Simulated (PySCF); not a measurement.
In(H)(F)(vinyl) (C2H4FIn), SMILES [F][InH][CH]=C.

Coordinates come from a B3LYP-D3(BJ)/def2-SVP optimisation. The def2 effective core potentials stand for the cores of In; spin–orbit coupling is left out. Other conformers were not sampled.

Level of theory: B3LYP/def2-TZVP in PySCF.

Isolated molecule, no solvent.

Problem. Estimate the frontier levels, gap, dipole moment and polarisability. (The exact figures need the calculation; the answer reports its results.)

Solution. 
```
Property                                                                                                        Value
---------------------------------------------------------------------------------------------  ----------------------
highest occupied level                                                                                       -7.98 eV
lowest empty level                                                                                           -2.07 eV
orbital gap                                                                                                   5.92 eV
dipole moment                                                                                                  3.58 D
quadrupole, principal values (traceless, Buckingham form, about the centre of nuclear charge)   -7.70, 2.98, 4.72 D·Å
mean static polarisability                                                                       59.2 bohr³ (8.77 Å³)
polarisability, principal values                                                               38.3, 58.1, 81.2 bohr³
```
